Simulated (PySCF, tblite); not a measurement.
Isomers of C8H13NS, one GFN2-xTB conformer each. Single-point energies are computed at PBE0/pcSseg-1 (PySCF, gas phase, no added dispersion term), electronic only.

Problem. Rank them by PBE0/pcSseg-1 energy, lowest first (kJ/mol).
A. `[CH2:1]=[CH:2][CH2:3][N:4]([C:5]([CH3:6])=[S:7])[CH:8]1[CH2:9][CH2:10]1` with C1–C2–C3–N4 -134°, C2–C3–N4–C5 -124°, C3–N4–C5–C6 174°, C3–N4–C8–C9 109°
B. `[CH2:1]=[C:2]([S:3][CH3:4])[C:5]([CH3:6])([CH3:7])[CH2:8][C:9]#[N:10]` with C1–C2–S3–C4 -21°, C1–C2–C5–C6 -2°, C2–C5–C8–C9 -54°

Solution. B (0.0), A (61.9).

As drawn, the lower has a C≡N group and a quaternary carbon, which the higher lacks; the higher has a three-membered ring and a C=S bond, which the lower lacks. GFN2-xTB itself gives, in the same order: 31.0, 0.0. GFN2-xTB puts C=CCN(C(C)=S)C1CC1 lowest instead.

Problem. Which frontier levels, dipoles and rotational constants go with these structures?

Solution. 
```tsv
SMILES	HOMO (eV, PBE0/pcSseg-1)	LUMO (eV)	dipole (D)	A, B, C (MHz)
C=C(SC)C(C)(C)CC#N	-6.41	-0.02	2.96	1396, 975.8, 795.5
C=CCN(C(C)=S)C1CC1	-5.76	-0.67	4.96	1433, 925.2, 612.9
```

Problem. What happens when harmonic zero-point energies from GFN2-xTB frequencies are added?

Solution. 
```tsv
SMILES	ZPE (kJ/mol)	electronic (kJ/mol)	with ZPE (kJ/mol)
C=C(SC)C(C)(C)CC#N	496.9	0.0	0.0
C=CCN(C(C)=S)C1CC1	501.5	61.9	66.5
```

The zero-point energies span 4.6 kJ/mol. The order is unchanged.
